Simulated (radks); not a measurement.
All-electron atom: the terbium ion Tb16+ in [Kr] 4d10 4f3. Method: scalar-relativistic Kohn-Sham, PBE, spin-polarised, spherical densities, finite nucleus; open shells are filled with parallel spins first (spin-orbit coupling, left out, can overturn this in heavy ions); Fermi nuclear charge, rms radius 5.06 fm; computed with a radial shooting solver on a logarithmic mesh with Libxc functionals.

Normalised radial functions P(r) = r R(r), r in bohr:

```
   r/bohr * 4s down (the largest magnitude, 1.62, reaches the edge; | marks zero)
 0.002709                             |   *
 0.003079                             |   *
   0.0035                             |    *
 0.003946                             |    *
 0.004485                             |    *
 0.005097                             |     *
 0.005747                             |     *
 0.006531                             |     *
 0.007423                             |      *
 0.008437                             |      *
 0.009513                             |      *
  0.01081                             |      *
  0.01229                             |     *
  0.01385                             |     *
  0.01575                             |    *
   0.0179                             |   *
  0.02034                             |  *
  0.02293                             | *
  0.02607                             *
  0.02963                           * |
   0.0334                         *   |
  0.03796                       *     |
  0.04315                     *       |
  0.04904                   *         |
  0.05529                  *          |
  0.06284                  *          |
  0.07142                   *         |
  0.08053                     *       |
  0.09153                        *    |
    0.104                             *
   0.1182                             |    *
   0.1333                             |        *
   0.1515                             |             *
   0.1722                             |               *
   0.1942                             |               *
   0.2207                             |            *
   0.2508                             |      *
    0.285                            *|
   0.3214                    *        |
   0.3653           *                 |
   0.4151     *                       |
   0.4681  *                          |
    0.532  *                          |
   0.6046     *                       |
   0.6872          *                  |
   0.7748               *             |
   0.8806                    *        |
    1.001                        *    |
    1.128                          *  |
    1.283                            *|
    1.458                             *
    1.657                             *
    1.868                             *
    2.123                             *
```

4s down: eigenvalue -723.12 eV, 3 radial nodes at r = 0.0262, 0.104, 0.281 bohr, <r> = 0.530 bohr, 90 % of the charge inside 0.757 bohr.
